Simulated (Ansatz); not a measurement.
Isolated molecules relaxed with PBE0-D4/def2-TZVP in Ansatz; ΔE leaves out vibrations. CBS: MP2 limit from def2 TZ/QZ plus the TZ coupled-cluster correction, frozen cores. This one scheme is used for every species. DFT in def2-TZVPP. B3LYP here is the variant with VWN-RPA as its local correlation; programs differ in this. HSE06 is defined as in plane-wave codes. For Ge outer-core shells are correlated without core-valence functions, which leaves a few kJ/mol of doubt a bond. Scalar relativity is left out up to krypton. Each species was taken in one conformer, which may not be the lowest.

`C[CH2][Ge][Cl]` + H₂O → `C[CH2][Ge][OH]` + HCl  (formal hydrolysis of a Ge–Cl bond)

| level | ΔE (kcal/mol) | difference from CCSD(T)/CBS |
| --- | --- | --- |
| PBE-D4 | 10.3 | -0.2 |
| revPBE-D4 | 10.3 | -0.2 |
| r2SCAN-D4 | 9.8 | -0.7 |
| B97M-V | 9.8 | -0.7 |
| PBE0-D4 | 11.4 | 0.9 |
| B3LYP-D4 | 10.6 | 0.1 |
| r2SCANh-D4 | 10.3 | -0.2 |
| r2SCAN0-D4 | 11.0 | 0.5 |
| HSE06-D4 | 11.5 | 1.0 |
| BHLYP-D4 | 11.6 | 1.1 |
| CAM-B3LYP-D4 | 9.1 | -1.4 |
| ωB97X-V | 9.3 | -1.2 |
| ωB97M-V | 10.0 | -0.5 |
| B2PLYP | 9.4 | -1.1 |
| PBE-QIDH | 10.6 | 0.1 |
| PBE | 10.0 | -0.5 |
| revPBE | 10.3 | -0.2 |
| BLYP | 9.1 | -1.4 |
| r2SCAN | 9.8 | -0.7 |
| PBE0 | 11.1 | 0.6 |
| B3LYP | 10.0 | -0.5 |
| r2SCANh | 10.3 | -0.2 |
| r2SCAN0 | 10.9 | 0.4 |
| HSE06 | 11.2 | 0.7 |
| BHLYP | 10.8 | 0.3 |
| CAM-B3LYP | 8.7 | -1.8 |
| LC-ωPBE | 8.8 | -1.7 |
| RPA@PBE/def2-TZVPP | 7.7 | -2.8 |
| HF/def2-SVP | 12.2 | 1.7 |
| MP2/def2-SVP | 7.3 | -3.2 |
| CCSD/def2-SVP | 7.8 | -2.7 |
| CCSD(T)/def2-SVP | 7.4 | -3.1 |
| HF/def2-TZVPP | 11.8 | 1.3 |
| MP2/def2-TZVPP | 9.5 | -1.0 |
| SCS-MP2/def2-TZVPP | 9.0 | -1.5 |
| CCSD/def2-TZVPP | 9.1 | -1.4 |
| SCS-MP2/def2-QZVPP | 9.9 | -0.6 |
| HF/CBS(def2) | 11.8 | 1.3 |
| MP2/CBS(def2) | 11.2 | 0.7 |
| CCSD/CBS(def2) | 10.8 | 0.3 |
| CCSD(T)/CBS | 10.5 | 0 |

**Question.** What do rigid-rotor, harmonic-oscillator terms from PBE0-D4/def2-TZVP frequencies (298.15 K, 1 bar) make of the CCSD(T)/CBS value? (Best estimate.)

**Answer.** The calculation gave: ΔZPE = -1.2 kcal/mol, ΔH = +8.9 kcal/mol, ΔS = -19 J/(mol·K), ΔG = +10.3 kcal/mol. Modes under 50 cm⁻¹ make the entropy rough.

Largest T1 diagnostic among the species: 0.014.

Leaving LDA and LC-ωPBE aside and taking each functional with its dispersion term where it has one, the values spread over 2.5 kcal/mol, from CAM-B3LYP-D4 to BHLYP-D4. LDA lies −1.3 kcal/mol from PBE without D4. In def2-TZVPP, CCSD(T) changes the Hartree–Fock value by −3.0 kcal/mol (the triples alone add −0.3 kcal/mol) and MP2 by −2.3 kcal/mol.
